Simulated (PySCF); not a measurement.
## Dipole moment and polarisability of `C=C/C(=N/N=C)C(F)(F)F`

Species: C5H5F3N2.
Cartesian coordinates in Å at the GFN2-xTB level; atoms count from 1:
```xyz
15
C5H5F3N2 angstrom
C     -2.332   -1.175    0.405
C     -1.790   -0.017    0.041
C     -0.365    0.247    0.039
N      0.490   -0.641    0.368
N      1.713   -0.615    0.637
C      2.773   -0.985    0.072
C      0.038    1.641   -0.409
F     -0.323    1.881   -1.686
F      1.359    1.856   -0.342
F     -0.547    2.602    0.328
H     -1.719   -1.999    0.727
H     -3.397   -1.324    0.393
H     -2.407    0.809   -0.283
H      3.675   -0.988    0.658
H      2.827   -1.285   -0.970
```

Level: CAM-B3LYP/def2-SVPD (PySCF), static field, nuclei fixed, core orbitals frozen in the response. The polarisability tensor in these axes (au):

```
x   132.67  -6.94  -0.86
y    -6.94  76.33  -5.65
z    -0.86  -5.65  58.51
```

Task: Diagonalise the tensor; give its mean and Δα, where Δα² is half the sum of the squared differences of the eigenvalues.

Result: Principal values 56.76, 77.23 and 133.51 au; mean 89.17 au = 13.21 Å³ = 14.70 × 10⁻⁴⁰ C²·m²/J; Δα = 68.84 au (77 % of the mean).

Task: What is the dipole moment, and where does it point?

Result: (0.34, -1.92, -0.34) D, 1.97 D in size, pointing from the negative to the positive side. Measured along this direction, the outermost atoms are F10 at the negative end and H15 at the positive end.

Task: Form Σ f/ω² (atomic units) for the 8 lowest TDDFT singlets, given as eV and f, and set it beside the mean polarisability, which is this sum over all singlets: 4.31, 0.0333; 4.57, 0.1747; 4.98, 0.2064; 6.44, 0.2449; 6.83, 0.2089; 6.87, 0.0398; 7.34, 0.0701; 7.40, 0.0053.

Result: They add up to 23.03 au, 25.8 % of the 89.17 au; the largest single term is 6.20 au, from the state at 4.57 eV. Terms in order: 1.33, 6.20, 6.15, 4.37, 3.32, 0.62, 0.96, 0.07 au. Higher excitations give the rest. The strengths listed sum to 0.983.

Task: Give the principal axes and the span of the nuclei along them.

Result: Largest value along (0.99, -0.12, 0.00), where the nuclei span 6.98 Å; middle along (0.11, 0.95, -0.29), 4.62 Å; least along (0.04, 0.29, 0.96), 2.24 Å. The response follows the extents in order.

Task: Orientational against electronic polarisability at 273 K (dilute gas, rigid molecules)?

Result: In Gaussian units μ²/3kT = 34.45 Å³ against 13.21 Å³, a ratio of 2.61; the Debye molar polarisation (4π/3)N_A(α + μ²/3kT) is 120.2 cm³/mol, leaving out the vibrational part.

The structure is a single GFN2-xTB conformer in the gas phase; no vibrational or solvent corrections.
